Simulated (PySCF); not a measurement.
Si(F)2(Me)(NCO) (C2H3F2NOSi), SMILES O=C=N[Si](C)(F)F.

Geometry: PBE-D3(BJ)/def2-SVP. One conformer was computed; it need not be the lowest.

Computed with PBE-D3(BJ)/def2-SVP (PySCF).

Frequencies are harmonic and unscaled.

| mode | ν (cm⁻¹) | IR (km/mol) | moving atoms (share of kinetic energy) |
|---|---|---|---|
| 1 | 39 | 0.6 | N 31 %, O 30 %, C 17 %, F 12 % |
| 2 | 43 | 0.0 | F 34 %, N 33 %, O 29 % |
| 3 | 129 | 0.0 | H 98 % |
| 4 | 203 | 0.1 | C 27 %, N 25 %, F 22 %, H 21 % |
| 5 | 203 | 0.0 | F 49 %, C 21 %, H 19 % |
| 6 | 284 | 19.2 | F 64 %, N 9 %, O 8 % |
| 7 | 295 | 10.2 | F 38 %, N 32 %, Si 17 % |
| 8 | 348 | 52.6 | F 44 %, Si 20 %, C 16 %, N 15 % |
| 9 | 557 | 58.4 | C 28 %, Si 22 %, O 20 %, F 16 %, H 9 % |
| 10 | 584 | 24.1 | C 72 %, O 15 %, N 12 % |
| 11 | 588 | 25.4 | C 72 %, O 15 %, N 13 % |
| 12 | 720 | 55.6 | H 32 %, C 28 %, Si 20 %, F 17 % |
| 13 | 758 | 4.7 | H 68 %, C 21 %, F 11 % |
| 14 | 793 | 194.4 | H 45 %, Si 28 %, C 23 % |
| 15 | 892 | 204.7 | Si 46 %, F 41 % |
| 16 | 949 | 176.4 | Si 50 %, F 43 % |
| 17 | 1237 | 43.6 | H 76 %, C 23 % |
| 18 | 1375 | 5.2 | H 96 % |
| 19 | 1378 | 2.2 | H 96 % |
| 20 | 1497 | 63.3 | N 57 %, O 38 % |
| 21 | 2416 | 1261.2 | C 69 %, N 19 %, O 12 % |
| 22 | 2989 | 0.3 | H 97 % |
| 23 | 3093 | 0.1 | H 91 %, C 9 % |
| 24 | 3094 | 0.2 | H 91 %, C 9 % |
